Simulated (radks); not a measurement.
Spherical quantum dot in the effective-mass picture: electrons in a well V = -V0 / (1 + exp((r - R)/a)) with V0 = 35.1, R = 1.4, a = 0.17, all in effective atomic units (hartree* = m*/eps^2 hartree, bohr* = eps/m* bohr), one dielectric constant everywhere. Method: non-relativistic Kohn-Sham, r2SCAN, spin-polarised, spherical densities, generalised Kohn-Sham scheme; computed with a radial shooting solver with Libxc functionals. Levels are named by radial order and angular momentum (1s, 1p, 1d, 2s, ...), and open shells are averaged over m. Results are scaled to m* = 0.153 and eps = 12.3, for which hartree* = 27.52 meV and bohr* = 4.254 nm.

N = 6, configuration 1s2 1p(up 3, down 1). This is the lowest configuration that the search found. Occupied and some empty levels:

level    occupation  eigenvalue (meV)  <r> (nm)
1s up             1           -704.39     2.965
1s down           1           -699.00     2.945
1p up             3           -629.14     3.512
1p down           1           -621.95     3.515
1d up             0           -534.05     3.909
1d down           0           -526.12     3.917
2s up             0           -488.71     3.250
2s down           0           -483.96     3.253
1f up             0           -423.56     4.234
1f down           0           -415.11     4.245

Energy (meV): total -4429.97, kinetic 606.80, external -5463.8, Hartree 567.96, exchange-correlation -140.94.

Electron density:

r (nm)  n(r) (e/nm^3)
0.140         0.01450
0.666         0.01576
1.19          0.01814
1.72          0.02045
2.24          0.02139
2.77          0.02000
3.30          0.01620
3.82          0.01103
4.35         0.006120
4.88         0.002664
5.40        0.0008901
5.93        0.0002316
6.45       0.00004778
6.98        8.414e-06
